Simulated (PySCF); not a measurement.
Compound: Zr(OMe)F3, CH3F3OZr (singlet state).
SMILES: `C[O][Zr]([F])([F])[F]`

Theory: TDDFT wB97X-D/def2-SVPD, vertical, gas phase, core orbitals frozen in the response, def2 core potentials past Kr (PySCF). Geometry: PBE0-D3(BJ)/def2-SVP; no solvent, vibrations or thermal averaging. Spin–orbit coupling is left out.

Question: List the vertical singlet excitations with oscillator strengths and describe the spectrum.

Answer: 

```json
{"state": "S1", "E (eV)": "7.16", "E (kJ/mol)": "691", "λ (nm)": "173.1", "f": "0.0000", "main configurations (H = HOMO, L = LUMO)": "H-1/H→L+1 (≥55%), H-1/H→L+2 (≥38%)"}
{"state": "S2", "E (eV)": "7.28", "E (kJ/mol)": "703", "λ (nm)": "170.3", "f": "0.0002", "main configurations (H = HOMO, L = LUMO)": "H-1/H→L+1 (≥48%), H-1/H→L+2 (≥45%)"}
{"state": "S3", "E (eV)": "7.28", "E (kJ/mol)": "703", "λ (nm)": "170.2", "f": "0.0002", "main configurations (H = HOMO, L = LUMO)": "H-1/H→L+2 (≥54%), H-1/H→L+1 (≥39%)"}
{"state": "S4", "E (eV)": "7.72", "E (kJ/mol)": "745", "λ (nm)": "160.6", "f": "0.0024", "main configurations (H = HOMO, L = LUMO)": "H-1/H→L (≥76%), H-1/H→L+3 (≥18%)"}
{"state": "S5", "E (eV)": "7.72", "E (kJ/mol)": "745", "λ (nm)": "160.5", "f": "0.0022", "main configurations (H = HOMO, L = LUMO)": "H-1/H→L (≥76%), H-1/H→L+3 (≥18%)"}
{"state": "S6", "E (eV)": "7.85", "E (kJ/mol)": "757", "λ (nm)": "158.0", "f": "0.089", "main configurations (H = HOMO, L = LUMO)": "H-1/H→L+2 (≥39%), H-1/H→L+1 (≥36%)"}
{"state": "S7", "E (eV)": "8.29", "E (kJ/mol)": "800", "λ (nm)": "149.5", "f": "0.0000", "main configurations (H = HOMO, L = LUMO)": "H-1/H→L+7 (≥22%), H-1/H→L+4 (≥19%), H-1/H→L+8 (≥19%)"}
{"state": "S8", "E (eV)": "8.37", "E (kJ/mol)": "807", "λ (nm)": "148.2", "f": "0.0038", "main configurations (H = HOMO, L = LUMO)": "H-1/H→L+5 (≥22%), H-1/H→L+4 (≥21%), H-1/H→L+8 (≥12%)"}
{"state": "S9", "E (eV)": "8.37", "E (kJ/mol)": "808", "λ (nm)": "148.1", "f": "0.0038", "main configurations (H = HOMO, L = LUMO)": "H-1/H→L+4 (≥25%), H-1/H→L+5 (≥20%), H-1/H→L+8 (≥14%)"}
```

Triplets (Tamm–Dancoff): T1 6.82 eV, H-1/H→L+1 (≥44%), H-1/H→L+2 (≥40%); T2 6.99 eV, H-1/H→L+1 (≥42%), H-1/H→L+2 (≥34%); T3 6.99 eV, H-1/H→L+2 (≥39%), H-1/H→L+1 (≥37%).

The lowest singlet lies at 7.16 eV (173 nm, vacuum ultraviolet) and is dark (f under 0.0005); its leading configuration is HOMO-1/HOMO→LUMO+1 (≥55%). The most intense listed level is S6 at 7.85 eV (158 nm, f = 0.089), 0.68 eV above S1. S2/S3, S4/S5 and S8/S9 lie within about 0.01 eV of each other in each set. For S1 the Löwdin share of zirconium is 6% in HOMO and 70% in LUMO+1 (ligand-to-metal charge transfer by this measure); for S6 the Löwdin share of zirconium is 6% in HOMO and 70% in LUMO+2 (ligand-to-metal charge transfer by this measure). The listed states span 1.21 eV. Weighted by f, the mean energy of these states is 7.88 eV. Of the 9 states listed, 1 reaches f = 0.01 and 4 stay under 0.0005. The vertical ionisation energy (ΔSCF) is 11.51 eV, 3.14 eV above S9. Orbitals of the list HOMO-3 to LUMO+2 that lie within 0.01 eV of each other are written together with a slash and their weights summed (≥ marks a lower bound); for degenerate orbitals outside that list single weights are arbitrary. The window holds the lowest 10 singlets. The highest level found (8.48 eV, f 0.0006 so far) is left out, since the window may have cut off a degenerate partner.

On an x86-64 server with one thread (shared host), this took 41 s of wall time.
